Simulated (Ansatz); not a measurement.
`C[O][InH][Cl]` + HI → `[Cl][InH][I]` + CH₃OH at 700 K and 1 bar (ligand exchange at the In–O bond).

Program: Ansatz. Geometries: PBE0-D4/def2-TZVP. ΔE: electronic, gas phase. CBS: MP2 limit from def2 TZ/QZ plus the TZ coupled-cluster correction, frozen cores. This one scheme is used for every species. Elements past krypton have def2 core potentials. For I, In outer-core shells are correlated without core-valence functions, which leaves a few kJ/mol of doubt a bond. One conformer a species, not always the lowest.

```csv
species,CCSD(T)/CBS energy (Eh),H − E (kJ/mol),S (J/(mol·K))
`C[O][InH][Cl]`,-765.26650,192.8,452.0
HI,-298.03592,34.6,231.7
`[Cl][InH][I]`,-947.72945,65.2,399.9
CH₃OH,-115.61712,170.8,288.5
```

H − E and S are ideal-gas, rigid-rotor, harmonic terms from PBE0-D4/def2-TZVP, for one conformer and one mirror image of each species. 1 Eh = 2625.50 kJ/mol, R = 8.31446 J/(mol·K).

Question: By hand: ΔE, ΔH, ΔS and ΔG.

Answer: ΔE = (-947.72945) + (-115.61712) − (-765.26650) − (-298.03592) = -0.04415 Eh = -115.9 kJ/mol. Δ(H − E) = 65.2 + 170.8 − 192.8 − 34.6 = 8.6, so ΔH = -107.3 kJ/mol. ΔS = 399.9 + 288.5 − 452.0 − 231.7 = 4.7 J/(mol·K). ΔG = -107.3 − 700 × (4.7)/1000 = -110.6 kJ/mol.

Question: By hand: the equilibrium constant, and the temperature at which ΔG would vanish if ΔH and ΔS stayed fixed.

Answer: log₁₀ K = −ΔG/(RT ln 10) = 8.3. ΔH and −TΔS have one sign here, so there is no such temperature.

The number of gas molecules stays the same, so ΔS is small and ΔH decides. A doubt of 5 kJ/mol in ΔE shifts log₁₀ K by 0.4 here. Other conformers and mirror images would add mixing entropy, several J/(mol·K) or more a flexible species. These are equilibria of isolated gas molecules and say nothing of rates. Largest T1 diagnostic: 0.016 (customary marks: 0.02 for closed shells, 0.045 for open ones).

ΔS is within the doubt of such terms, so its sign, and with it that verdict, could turn.
